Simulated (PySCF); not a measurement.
# Dipole response of I⁻ (iodine, charge -1)

[Xe], closed-shell 1S. Calculation: PySCF 2.14, in def2-TZVPPD with the def2 core potential (28 electrons) (7s6p4d2f, 59 functions); a scalar-relativistic core potential. Coupled (time-dependent) response in atomic units; α is the mean over directions.

```tsv
method	mean α (bohr³)	C₆ (like pair)	S(−4)
UHF	58.10	824.5	697.0
PBE	68.88	1032	1060
PBE0	64.17	936.3	901.0
LC-wPBE	59.88	852.7	764.5
MN15	67.76	991.4	1068
```

S(−4) is the Cauchy moment in α(ω) = α(0) + S(−4) ω² + …

α(iu) at UHF:

```tsv
u (hartree)	α(iu) (bohr³)
0	58.10
0.0500	56.42
0.100	52.05
0.200	40.54
0.300	30.48
0.500	18.08
0.750	10.76
1.00	7.160
1.50	3.928
2.00	2.558
3.00	1.405
5.00	0.6497
```

A single London oscillator, α(iu) = α/(1 + u²/ω²), gives C₆ = (3/4) ω α². Matching the computed C₆ needs ω = 4 × 824.5 / (3 × 58.10²) = 0.326 hartree.

For an ion, C₆ is the dispersion term alone; charge-induced terms of lower order in 1/R come first.

Energies and moments cover only the electrons outside the core potential.
